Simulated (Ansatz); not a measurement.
(ClZn-mu-H)2 (Zn₂H₂Cl₂). Charge 0, multiplicity 1. Geometry PBE-D4/def2-SVP.

Cartesian coordinates in Å:
```
Zn 0.725 0.279 0.930
Cl 1.449 0.436 2.913
H 0.986 0.554 -0.675
Zn -0.729 -0.270 -0.929
Cl -1.436 -0.465 -2.916
H -0.996 -0.535 0.677
```

Q: Estimate the orbital energies around the gap (eV) in Ansatz with HF/def2-TZVP, LDA (SPW92)/def2-TZVP, r2SCAN-D4/def2-TZVP, PBE0-D4/def2-SVP, CAM-B3LYP-D4/def2-TZVP.

A: 
```csv
orbital,HF/def2-TZVP,LDA (SPW92)/def2-TZVP,r2SCAN-D4/def2-TZVP,PBE0-D4/def2-SVP,CAM-B3LYP-D4/def2-TZVP
HOMO−9,-23.62,-13.22,-13.30,-15.43,-17.33
HOMO−8,-23.28,-13.18,-13.25,-15.29,-17.17
HOMO−7,-16.59,-11.67,-11.79,-12.86,-14.68
HOMO−6,-13.59,-9.59,-9.62,-10.27,-12.00
HOMO−5,-13.06,-8.99,-9.10,-9.70,-11.36
HOMO−4,-12.86,-8.50,-8.69,-9.43,-11.13
HOMO−3,-12.19,-7.92,-8.05,-8.65,-10.44
HOMO−2,-12.19,-7.86,-8.00,-8.60,-10.39
HOMO−1,-12.16,-7.82,-7.96,-8.58,-10.38
HOMO,-11.47,-7.22,-7.39,-8.05,-9.72
LUMO,0.20,-3.25,-2.78,-1.41,-1.45
LUMO+1,1.66,-2.99,-2.37,-1.06,-0.74
LUMO+2,2.30,-1.16,-0.56,0.33,0.68
LUMO+3,2.90,-0.82,-0.29,0.74,1.16
LUMO+4,3.00,-0.45,0.22,1.83,1.41
LUMO+5,3.18,0.48,1.27,2.08,2.20
```
